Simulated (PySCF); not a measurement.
Polarisability and C₆ of Au³⁺ (gold, charge +3)

[Xe] 4f14 5d8, high-spin 3F determinant. Calculation: PySCF 2.14, in aug-cc-pVTZ-PP with ECP60MDF (6s6p5d3f2g, 88 functions); scalar relativity through the core potential. Coupled (time-dependent) response in atomic units; α is the mean over directions.

| method | mean α (bohr³) | C₆ (like pair) | S(−4) |
| --- | --- | --- | --- |
| UHF | 5.656 | 32.08 | 4.909 |
| PBE | 6.160 | 35.37 | 6.453 |
| PBE0 | 5.990 | 34.28 | 5.880 |

S(−4) is the Cauchy moment in α(ω) = α(0) + S(−4) ω² + …

Spin-orbit coupling is absent.

α(iu) at UHF:

```
u (hartree)  α(iu) (bohr³)
          0          5.656
     0.0500          5.644
      0.100          5.608
      0.200          5.471
      0.300          5.266
      0.500          4.748
      0.750          4.071
       1.00          3.469
       1.50          2.541
       2.00          1.905
       3.00          1.152
       5.00         0.5298
```

For an ion, C₆ is the dispersion term alone; charge-induced terms of lower order in 1/R come first.

Energies and moments cover only the electrons outside the core potential. Spin-orbit coupling, absent here, splits the open shell strongly.
